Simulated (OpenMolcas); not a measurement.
V2+ (d3) in a complex was computed by SS-CASPT2, IPEA 0.25 Eh, imaginary shift 0.1 Eh with the d shell active (OpenMolcas, ANO-RCC-VTZP on the metal). Its lowest spin-free states, and all those of the highest spin:

```
2S+1  Degeneracy  E (cm-1)
   4           2         0
   4           1       940
   4           1      2620
   4           2      5380
   2           1      7550
   2           2      9780
   4           1     10720
   2           1     11260
   2           1     11540
   2           2     11830
   2           1     12380
   2           1     13150
   4           2     13790
   4           1     15850
```

Problem. Is the site octahedral, tetrahedral or cube-like, axial, or of lower symmetry?

Solution. The states with 2S+1 = 4 have orbital degeneracies 2, 1, 1, 2, 1, 2, 1. There are pairs but no triples, so the site is axial: not cubic, but with a proper or improper axis of order three or more. The run had V2+ with 4 ligands (water) in tetrahedral coordination (D2d) at 2.02 Å. Ligand basis ANO-RCC-VDZP.

An orbital doublet at a regular site is open to a Jahn-Teller distortion, which this geometry leaves out. Ligand-to-metal charge-transfer states are missing. With no ligand orbital active B as a rule stays too high, so bands that hang on it stand too high and its fall with covalency is understated. With one d shell and no ligand orbital active, 10Dq can be off by tens of per cent for divalent 3d ions, low with halides held by bare charges and at times high in hosts. Free-ion shares, where given, are those of the reference states; single-state CASPT2 does not remix them. No measured value stands beside these numbers; the geometry was imposed, not optimised, and the real ion may take another.
